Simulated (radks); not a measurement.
Question: Species: the lead ion Pb3+. Configuration: [Xe] 4f14 5d10 6s1 (the NIST ground configuration). Method: Dirac Kohn-Sham, PBE, spin-unpolarised, spherical densities, finite nucleus; Fermi nuclear charge, rms radius 5.5012 fm; computed with a radial shooting solver on a logarithmic mesh with Libxc functionals.

Spin-orbit splittings of the eigenvalues, e(l+1/2) - e(l-1/2), with zeta = 2 splitting/(2l+1) and mean radii in bohr:

| shell | occ. | splitting (eV) | zeta (eV) | <r> j=l-1/2 | <r> j=l+1/2 |
|---|---|---|---|---|---|
| 2p | 6 | ? | ? | 0.05488 | 0.06380 |
| 3p | 6 | 488.5 | 325.6 | 0.1644 | 0.1807 |
| 3d | 10 | 104.0 | 41.58 | 0.1570 | 0.1619 |
| 4p | 6 | 119.6 | 79.71 | 0.3853 | 0.4198 |
| 4d | 10 | 22.32 | 8.928 | 0.4245 | 0.4356 |
| 4f | 14 | 5.032 | 1.438 | 0.4507 | 0.4571 |
| 5p | 6 | 22.35 | 14.90 | 0.9125 | 1.003 |
| 5d | 10 | 2.665 | 1.066 | 1.252 | 1.294 |

Estimate the 2p splitting.

Answer: 2189 eV (zeta = 1460 eV).
